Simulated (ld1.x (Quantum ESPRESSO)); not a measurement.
## An all-electron radial function and its pseudo partner (Cl)

Columns: radius, all-electron u(r) and pseudo u(r) of the 3p shell (level -19.43 eV) of chlorine in the configuration [Ne] 3s2 3p4; PBE, scalar-relativistic, ultrasoft scheme, ld1.x (Quantum ESPRESSO) 7.5.

```csv
r (bohr),all-electron,pseudo
0.075,0.1432,-0.0083
0.150,0.3126,-0.0327
0.225,0.3841,-0.0720
0.300,0.3606,-0.1241
0.375,0.2718,-0.1863
0.450,0.1462,-0.2556
0.525,0.0053,-0.3288
0.600,-0.1365,-0.4029
0.675,-0.2700,-0.4749
0.750,-0.3904,-0.5426
0.825,-0.4951,-0.6040
0.900,-0.5838,-0.6581
0.975,-0.6566,-0.7040
1.050,-0.7141,-0.7418
1.125,-0.7573,-0.7714
1.200,-0.7875,-0.7933
1.275,-0.8062,-0.8078
1.350,-0.8150,-0.8152
1.425,-0.8154,-0.8154
1.500,-0.8086,-0.8086
1.575,-0.7960,-0.7960
1.650,-0.7786,-0.7786
1.725,-0.7575,-0.7575
1.800,-0.7335,-0.7335
1.875,-0.7073,-0.7073
1.950,-0.6796,-0.6796
```

Q: How many radial nodes do the two functions have?

A: The all-electron 3p function has n − l − 1 = 1; the pseudo-wave has 0, since the states of the same l below it are removed with the core.

Q: At about which radius was the pseudo-wave matched?

A: 1.40 bohr, where the columns begin to agree (steps of 0.07 bohr).

Q: Is the pseudo-wave norm-conserving?

A: No, it belongs to an ultrasoft set: the norm inside the radius is not constrained, and the difference is carried by the augmentation charge.
